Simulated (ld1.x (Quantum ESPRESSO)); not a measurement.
## Se: excitation energies, all-electron against PAW

```json
{
 "Element": "Se (Z = 34)",
 "Generator": "ld1.x (Quantum ESPRESSO) 7.5",
 "Type": "PAW",
 "Functional": "PBE",
 "Relativity": "fully relativistic",
 "Frozen core": "[Ar]",
 "Valence charge": "16",
 "Reference configuration": "3d10 4s2 4p4",
 "Partial waves": "4s (bound): rcut 1.55, rcutus 1.75 bohr; 4s channel at 0.9 Ry: rcut 1.55, rcutus 1.75 bohr; 4p (bound): rcut 1.75, rcutus 2.05 bohr; 4p channel at 4.45 Ry: rcut 1.75, rcutus 2.05 bohr; 3d (bound): rcut 1.05, rcutus 1.30 bohr; 3d channel at 0.6 Ry: rcut 1.05, rcutus 1.30 bohr",
 "Local potential": "all-electron potential smoothed inside 1.20 bohr (lloc = -1)",
 "Core correction": "Bessel-smoothed model core inside 1.35 bohr",
 "Augmentation charge": "PSQ, radius 1.10 bohr"
}
```

Open shells are filled in proportion to 2j + 1 (rel_dist='average').

Energies are relative to the spin-unpolarised reference configuration 3d10 4s2 4p4; without spin polarisation the order of configurations can differ from experiment.

```tsv
valence configuration	charge	ΔE all-electron (eV)	error AE − PS (meV)
3d10 4s2 4p3	+1	10.849	+0.4
3d10 4s2 4p2	+2	31.202	+0.6
3d10 4s2 4p1	+3	62.077	-1.8
3d10 4s2 4p3.5	+0.5	4.312	+0.1
3d10 4s2 4p4.3	-0.3	-1.594	0.0
3d10 4s1 4p5	0	10.874	-0.3
```

Task: What are ΔE and the potential's error for 3d10 4s0 4p6?

Result: ΔE = 21.949 eV all-electron; the error (AE − PS) is -1.0 meV.

The ghost test of this file was not conclusive.
